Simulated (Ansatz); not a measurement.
Saddle point of CH₇ClSn, singlet (SnH₃Cl ([Cl][SnH3]) + CH₄ → CH₆Sn ([CH3][SnH3]) + HCl; bonds formed: Sn1–C7, Cl2–H6; bonds broken: Sn1–Cl2, H6–C7), PBE0-D4/def2-TZVP structure:

Sn1  (-0.715, 0.215, -0.985)
Cl2  (2.168, 0.450, -1.028)
H3  (-0.393, -0.985, -2.129)
H4  (-2.255, -0.101, -0.270)
H5  (-0.614, 1.861, -1.349)
H6  (1.059, 0.039, 0.157)
C7  (0.211, -0.292, 1.122)
H8  (-0.247, -1.279, 1.179)
H9  (-0.382, 0.454, 1.654)
H10  (1.170, -0.362, 1.649)
(Å)

Energies are electronic, without zero-point energy. Barriers and step energies count from the start structure reached by relaxing down the imaginary mode; all methods use the PBE0-D4 structures, on which another method's saddle can fall below an end. Program: Ansatz 0.2.0. Basis: def2-TZVPP, with def2-QZVPP for the basis limit. Cores are frozen in the correlated methods. Filled d shells of the heavier atoms are correlated. Core potentials replace the inner electrons of the atoms past krypton. The def2 sets are not built for correlating such inner shells, so the correlated values are less sure here. B3LYP uses VWN-RPA correlation. Extrapolation: Hartree–Fock as exp(−7.88 √X), correlation as X^−2.97.

```tsv
method	barrier (kJ/mol)	step energy (kJ/mol)
SPW92	?	92.3
PBE-D4	210.8	104.4
BLYP-D4	228.7	109.5
r2SCAN-D4	223.0	113.4
B97M-V	242.2	118.8
PBE0-D4	227.1	108.7
B3LYP-D4	241.0	112.9
r2SCAN0-D4	234.4	114.6
BHLYP-D4	260.3	119.7
CAM-B3LYP-D4	248.3	112.6
wB97X-V	247.4	113.0
wB97M-V	?	111.2
B2PLYP	249.6	112.5
PBE-QIDH	240.1	109.4
RPA on PBE	?	100.5
HF	313.5	135.8
MP2	240.7	102.5
CCSD	259.0	105.1
CCSD(T)	247.8	102.0
```

Question: Fill in the withheld barriers. (Judge from chemistry; the value comes from the calculation.)

Answer: Computed: RPA on PBE 249.1; SPW92 178.1; wB97M-V 241.9 kJ/mol. Each is the energy of the saddle less that of the start structure, by the same method.

For comparison, the barrier by CCSD(T) at an estimated basis limit (MP2 extrapolated from triple and quadruple zeta, plus CCSD(T) − MP2 in triple zeta) is 239.0 kJ/mol.

No T1 diagnostic of these runs exceeds 0.012. The start structure is not quite a true minimum (one mode of 34i cm⁻¹).

Labels in which every atom is bracketed show which atoms are joined, not bond orders.

For scale, one of the runs: CCSD(T)/def2-TZVPP, 221 basis functions, launched by `ansatz run in.yaml --threads 4 --pin off --events-out ev --progress --plain --max-ram 9574MiB`. Hardware: 4 CPU threads of an Arm Neoverse V1, shared host. Wall time 110 s; peak host memory 3.7 GiB.
